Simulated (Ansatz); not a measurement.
Steps of a relaxation of H$_{4}$S$_{4}$Zr (`[SH][Zr]([SH])([SH])[SH]`) with RKS PBE0-D4/def2-TZVP.

```sh
$ ansatz run in.yaml --threads 2 --pin off --events-out ev --progress --plain --max-ram 32768MiB --backend cuda --devices 0, --max-vram 18GiB
```

```yaml
crystal:
  periodic: [false, false, false]
  atoms:
    - {symbol: S, position_ang: [-0.445620, 1.097290, -1.664170]}
    - {symbol: Zr, position_ang: [0.076950, 0.059100, 0.498530]}
    - {symbol: S, position_ang: [2.408730, -0.669620, 0.248290]}
    - {symbol: S, position_ang: [-1.249650, -2.001920, 0.364530]}
    - {symbol: S, position_ang: [-0.587300, 1.748700, 2.149930]}
    - {symbol: H, position_ang: [-1.615480, 0.453360, -1.785010]}
    - {symbol: H, position_ang: [2.332860, -0.632220, -1.092060]}
    - {symbol: H, position_ang: [-0.188670, -2.762090, 0.057010]}
    - {symbol: H, position_ang: [-0.731820, 2.707400, 1.222960]}
basis:
  gaussian: {orbitals: def2-TZVP}
hamiltonian: {xc: pbe0, dispersion: d4}
relax: {f_tol: 0.005, max_steps: 150}
```

Positions (Å) and forces (eV/Å) along the path, 15 of 46 steps:

```xyz
9
step=1 energy=-44678.7272 eV
S    -0.446    1.097   -1.664    0.271   -0.005    0.385
Zr    0.077    0.059    0.499   -0.119   -0.157   -1.126
S     2.409   -0.670    0.248   -0.105    0.236    0.405
S    -1.250   -2.002    0.365   -0.103    0.377    0.375
S    -0.587    1.749    2.150    0.124   -0.351    0.244
H    -1.615    0.453   -1.785   -0.072   -0.113    0.010
H     2.333   -0.632   -1.092   -0.140   -0.010   -0.094
H    -0.189   -2.762    0.057    0.144    0.012   -0.057
H    -0.732    2.707    1.223    0.001    0.010   -0.142
9
step=11 energy=-44678.9309 eV
S    -0.494    1.185   -1.859    0.013    0.014   -0.003
Zr   -0.007    0.072    0.244    0.002   -0.017   -0.006
S     2.379   -0.331    0.305    0.003    0.010    0.021
S    -1.262   -1.995    0.452    0.014   -0.015   -0.004
S    -0.598    1.470    2.128    0.003    0.014   -0.010
H    -1.685    0.558   -1.939   -0.012   -0.007    0.002
H     2.303   -0.815   -0.953   -0.005   -0.003   -0.017
H    -0.140   -2.719    0.260   -0.018    0.018    0.008
H    -0.495    2.575    1.361    0.000   -0.013    0.010
9
step=13 energy=-44678.9314 eV
S    -0.498    1.198   -1.870    0.011    0.009   -0.003
Zr   -0.021    0.063    0.225   -0.011   -0.010   -0.004
S     2.367   -0.324    0.305    0.007    0.007    0.019
S    -1.267   -2.011    0.420    0.062   -0.033   -0.004
S    -0.617    1.448    2.117    0.003    0.010   -0.010
H    -1.698    0.587   -1.951   -0.008   -0.006    0.002
H     2.303   -0.804   -0.955   -0.004   -0.006   -0.016
H    -0.118   -2.716    0.339   -0.059    0.037    0.006
H    -0.451    2.560    1.370   -0.001   -0.009    0.010
9
step=14 energy=-44678.9316 eV
S    -0.499    1.201   -1.875    0.001    0.001   -0.001
Zr   -0.025    0.062    0.218    0.004    0.002   -0.002
S     2.363   -0.321    0.304   -0.002    0.000    0.000
S    -1.265   -2.015    0.412   -0.002   -0.003   -0.001
S    -0.622    1.443    2.113    0.001    0.000   -0.001
H    -1.699    0.590   -1.954   -0.001    0.000    0.000
H     2.298   -0.805   -0.955    0.000    0.001    0.001
H    -0.112   -2.712    0.357    0.000   -0.001    0.003
H    -0.438    2.559    1.379    0.000   -0.001    0.001
9
step=16 energy=-44678.9318 eV
S    -0.501    1.209   -1.887   -0.006   -0.004    0.002
Zr   -0.034    0.057    0.200    0.002    0.002    0.000
S     2.355   -0.313    0.301    0.000   -0.003   -0.008
S    -1.264   -2.026    0.386    0.032   -0.021    0.000
S    -0.636    1.424    2.104    0.002    0.009   -0.010
H    -1.710    0.615   -1.960    0.004    0.004    0.000
H     2.300   -0.803   -0.957    0.000    0.003    0.009
H    -0.100   -2.709    0.423   -0.033    0.020   -0.001
H    -0.410    2.546    1.390   -0.002   -0.010    0.007
9
step=21 energy=-44678.9320 eV
S    -0.501    1.216   -1.905   -0.004   -0.005   -0.003
Zr   -0.034    0.047    0.173   -0.008    0.000    0.007
S     2.356   -0.300    0.297    0.002    0.002   -0.002
S    -1.245   -2.049    0.348    0.019   -0.007   -0.001
S    -0.663    1.402    2.076    0.004    0.001   -0.002
H    -1.746    0.696   -1.931    0.006    0.004    0.000
H     2.305   -0.839   -0.941    0.001    0.000   -0.001
H    -0.074   -2.702    0.501   -0.018    0.010   -0.001
H    -0.397    2.527    1.381   -0.002   -0.005    0.002
9
step=22 energy=-44678.9319 eV rejected
S    -0.498    1.209   -1.915   -0.024   -0.002    0.004
Zr   -0.035    0.046    0.167    0.001   -0.016   -0.017
S     2.356   -0.295    0.294    0.001    0.000   -0.008
S    -1.238   -2.056    0.327    0.046   -0.024    0.014
S    -0.668    1.396    2.073   -0.002    0.014   -0.003
H    -1.760    0.727   -1.920    0.027    0.009    0.002
H     2.308   -0.851   -0.938   -0.002    0.003    0.010
H    -0.066   -2.696    0.532   -0.046    0.026   -0.007
H    -0.398    2.521    1.379   -0.001   -0.010    0.006
9
step=26 energy=-44678.9322 eV
S    -0.498    1.216   -1.920   -0.004   -0.003   -0.001
Zr   -0.036    0.039    0.154   -0.002    0.001   -0.003
S     2.356   -0.288    0.289   -0.001    0.002    0.000
S    -1.229   -2.068    0.312    0.012   -0.005    0.002
S    -0.681    1.383    2.059    0.000   -0.001    0.000
H    -1.769    0.760   -1.907    0.005    0.003    0.001
H     2.309   -0.862   -0.934    0.001   -0.001    0.001
H    -0.060   -2.690    0.573   -0.012    0.005   -0.001
H    -0.392    2.510    1.375    0.000   -0.001    0.001
9
step=28 energy=-44678.9119 eV rejected
S    -0.503    1.218   -1.978   -0.473   -0.087    0.043
Zr   -0.031    0.015    0.076   -0.027   -0.019    0.052
S     2.365   -0.254    0.263   -0.006   -0.039   -0.089
S    -1.164   -2.130    0.196    0.746   -0.319    0.378
S    -0.746    1.313    1.991    0.024    0.039   -0.055
H    -1.842    0.983   -1.807    0.480    0.083   -0.044
H     2.329   -0.946   -0.903    0.009    0.040    0.080
H    -0.029   -2.643    0.811   -0.738    0.351   -0.397
H    -0.380    2.445    1.350   -0.016   -0.051    0.032
9
step=32 energy=-44678.9327 eV rejected
S    -0.512    1.227   -1.940    0.025   -0.009   -0.009
Zr   -0.033    0.029    0.118    0.007   -0.023   -0.016
S     2.360   -0.287    0.286   -0.015    0.023   -0.010
S    -1.188   -2.103    0.247   -0.026    0.031   -0.008
S    -0.711    1.360    2.020   -0.006   -0.010    0.031
H    -1.809    0.863   -1.851   -0.010    0.001    0.006
H     2.319   -0.910   -0.913    0.002   -0.005    0.001
H    -0.041   -2.666    0.677    0.021   -0.010    0.012
H    -0.386    2.487    1.354    0.001    0.002   -0.006
9
step=33 energy=-44678.9332 eV
S    -0.500    1.213   -1.945    0.000   -0.001    0.001
Zr   -0.033    0.028    0.123    0.002    0.000   -0.005
S     2.362   -0.269    0.276   -0.001    0.002   -0.001
S    -1.198   -2.096    0.262    0.009   -0.006    0.000
S    -0.709    1.357    2.029   -0.002   -0.003    0.001
H    -1.801    0.864   -1.853   -0.002    0.003    0.001
H     2.318   -0.908   -0.915    0.000   -0.001    0.001
H    -0.047   -2.672    0.666   -0.009    0.005    0.002
H    -0.393    2.484    1.358    0.002    0.002    0.000
9
step=39 energy=-44678.9377 eV
S    -0.535    1.171   -2.045   -0.207    0.003    0.067
Zr   -0.016    0.018    0.025   -0.002   -0.083    0.080
S     2.385   -0.200    0.217   -0.003   -0.035   -0.055
S    -1.075   -2.164    0.101    0.222   -0.071    0.142
S    -0.782    1.253    1.962    0.005    0.005   -0.071
H    -1.846    1.124   -1.691    0.180    0.019   -0.055
H     2.352   -1.016   -0.863    0.007    0.034    0.045
H    -0.095   -2.571    0.953   -0.206    0.098   -0.169
H    -0.388    2.385    1.341    0.003    0.029    0.016
9
step=40 energy=-44678.9419 eV
S    -0.546    1.159   -2.039   -0.110   -0.006    0.028
Zr   -0.008   -0.005    0.019   -0.022    0.027    0.011
S     2.394   -0.209    0.213    0.012   -0.011   -0.042
S    -1.051   -2.193    0.072    0.107   -0.031    0.091
S    -0.788    1.250    1.937   -0.014    0.010    0.004
H    -1.849    1.162   -1.668    0.116   -0.001   -0.022
H     2.374   -1.010   -0.876    0.003    0.008    0.034
H    -0.127   -2.553    0.996   -0.101    0.031   -0.097
H    -0.400    2.400    1.346    0.009   -0.028   -0.008
9
step=41 energy=-44678.9453 eV
S    -0.566    1.139   -2.051   -0.006   -0.008    0.003
Zr   -0.008   -0.001    0.014    0.003    0.004   -0.002
S     2.401   -0.164    0.184   -0.002    0.002   -0.002
S    -1.013   -2.207    0.041    0.004    0.004   -0.006
S    -0.827    1.246    1.921   -0.001   -0.001    0.001
H    -1.850    1.200   -1.637    0.003    0.004    0.005
H     2.374   -1.043   -0.842    0.001   -0.003    0.004
H    -0.150   -2.548    1.022   -0.002    0.002    0.001
H    -0.360    2.377    1.349    0.000   -0.003   -0.004
9
step=46 energy=-44678.9462 eV
S    -0.594    1.119   -2.064    0.000    0.000    0.000
Zr    0.000    0.000    0.001    0.000    0.000    0.000
S     2.413   -0.138    0.158    0.000    0.000    0.000
S    -0.974   -2.218    0.005    0.000    0.000    0.000
S    -0.846    1.236    1.904    0.000    0.000    0.000
H    -1.852    1.250   -1.589    0.000    0.000    0.000
H     2.385   -1.086   -0.804    0.000    0.000    0.000
H    -0.173   -2.528    1.048    0.000    0.000    0.000
H    -0.360    2.364    1.342    0.000    0.000    0.000
```

It took 2.2 min on 2 threads of an AMD EPYC 7R13 on a shared host and a share of an NVIDIA H100 80 GB, with 0.9 GiB of host memory at the peak.
